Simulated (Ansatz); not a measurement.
Relaxation of H4O3Sn (8 atoms, charge 0, multiplicity 1), to a largest force component of 0.02 eV/Å in at most 40 steps.

Theory: RKS B3LYP/def2-SVP in Ansatz 0.2.0.

```xyz
8
Properties=species:S:1:pos:R:3
Sn 0.000 0.000 0.000
O 0.000 0.000 1.960
H -0.909 -0.281 2.297
H 1.641 0.000 -0.579
O -0.923 1.599 -0.653
H -1.881 1.369 -0.875
O -0.923 -1.599 -0.653
H -1.378 -2.065 0.120
```

Where does it end, and by what steps?

The forces met the threshold. The force dipped under the threshold on the way, but the program's further checks kept it going. After 16 steps the energy has fallen by 0.259 eV; H3 moved furthest, 0.68 Å.

```
step  energy less start (eV)  largest force component (eV/Å)  accepted
   0                  0.0000                           2.195       yes
   1                 -0.1571                           1.751       yes
   2                 -0.1720                           1.898       yes
   3                 -0.2250                           0.252       yes
   4                 -0.1909                           0.875        no
   5                 -0.2482                           0.043       yes
   6                 -0.2544                           0.085       yes
   7                 -0.2550                           0.164       yes
   8                 -0.2560                           0.174       yes
   9                 -0.0283                           2.570        no
  10                 -0.2583                           0.014       yes
  11                 -0.2583                           0.082        no
  12                 -0.2585                           0.013       yes
  13                 -0.2561                           0.252        no
  14                 -0.2586                           0.032       yes
  15                 -0.2586                           0.022       yes
  16                 -0.2586                           0.001       yes
```

```xyz
8
Properties=species:S:1:pos:R:3
Sn 0.000 -0.083 0.022
O -0.110 -0.308 1.994
H -0.697 0.358 2.382
H 1.615 0.027 -0.513
O -1.047 1.544 -0.438
H -1.850 1.306 -0.924
O -0.946 -1.630 -0.795
H -1.339 -2.191 -0.110
```

Whether the end is a true minimum wasn't checked by a vibrational analysis.

Time of the run: 55 s on 1 thread of Arm Neoverse V2 (shared host), peak memory 0.18 GiB.
